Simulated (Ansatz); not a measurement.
Geometry optimisation, RKS LDA/def2-SVPD (Ansatz).

Input file:

```yaml
crystal:
  periodic: [false, false, false]
  atoms:
    - { symbol: Ge, position_ang: [0.252234, -0.001067, 0.02076] }
    - { symbol: Ge, position_ang: [1.062609, -0.013384, 2.262784] }
    - { symbol: H, position_ang: [0.05977, -0.377533, 3.383325] }
    - { symbol: H, position_ang: [2.225159, -1.024055, 2.324606] }
    - { symbol: H, position_ang: [1.619931, 1.387091, 2.591687] }
    - { symbol: H, position_ang: [1.722475, 0.059769, -0.434332] }
    - { symbol: H, position_ang: [-0.512484, 1.259664, -0.406987] }
    - { symbol: H, position_ang: [-0.432194, -1.290484, -0.456143] }
basis:
  gaussian: { orbitals: def2-SVPD }
hamiltonian:
  xc: lda
relax:
  f_tol: 0.03
  max_steps: 50
```

Launched with:

```bash
$ ansatz run input.yaml --threads 4 --pin off --max-ram 5120MiB --backend cpu --events-out ev --progress --plain --runs-dir out
```

Task: Where does it end, and by what steps?

Result: The forces met the threshold. The force dipped under the threshold on the way, but the program's further checks kept it going. After 4 steps the energy has fallen by 0.191 eV; H6 moved furthest, 0.51 Å.

| step | energy less start (eV) | largest force component (eV/Å) | accepted |
| --- | --- | --- | --- |
| 0 | 0.0000 | 0.660 | yes |
| 1 | -0.1196 | 0.326 | yes |
| 2 | -0.1790 | 0.121 | yes |
| 3 | -0.1907 | 0.020 | yes |
| 4 | -0.1914 | 0.018 | yes |

```xyz
8
Properties=species:S:1:pos:R:3
Ge 0.400 0.007 0.017
Ge 1.102 -0.007 2.303
H -0.095 -0.310 3.227
H 2.181 -1.085 2.532
H 1.689 1.363 2.698
H 1.616 0.145 -0.923
H -0.556 1.189 -0.243
H -0.338 -1.302 -0.325
```

Whether the end is a true minimum wasn't checked by a vibrational analysis.

Time of the run: 5.1 s on 4 threads of Arm Neoverse V1, with other jobs on the host, peak memory 0.18 GiB.
